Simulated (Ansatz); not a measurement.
AlH5OSi2 (`[O]1[AlH][SiH2][SiH2]1`). Charge 0, multiplicity 1. The geometry is a stationary point of PBE0-D4/def2-TZVP.

```xyz
9

O     1.540   -0.404    0.350
Al    1.154    0.126   -1.249
Si   -1.177    0.394   -0.562
Si    0.133   -0.380    1.243
H     2.244    0.232   -2.388
H    -2.209   -0.533   -1.101
H    -1.749    1.764   -0.447
H     0.259    0.543    2.403
H    -0.193   -1.741    1.750
```

Problem. What is the dipole moment at ωB97M-V/def2-TZVPP? (Best estimate.)

Solution. Ansatz gave: 1.19 D, with components (-0.49, 0.38, -1.01) D in this frame, pointing from negative to positive charge.

Problem. And with PBE, r2SCAN, B3LYP? (An estimate is asked.)

Solution. The calculation gave: PBE 1.05 D, r2SCAN 1.07 D, B3LYP 1.18 D.

Problem. Give the Mulliken charges with ωB97M-V, B3LYP, r2SCAN in def2-TZVPP. (Estimate.)

Solution. Ansatz gave: 
```csv
atom,ωB97M-V,B3LYP,r2SCAN
O1,-0.43,-0.43,-0.46
Al2,0.43,0.46,0.53
Si3,-0.12,-0.04,-0.06
Si4,0.32,0.40,0.43
H5,-0.08,-0.11,-0.13
H6,-0.01,-0.05,-0.06
H7,-0.01,-0.05,-0.06
H8,-0.04,-0.08,-0.09
H9,-0.04,-0.08,-0.09
```

B3LYP here is the variant with VWN-RPA as its local correlation; programs differ in this.
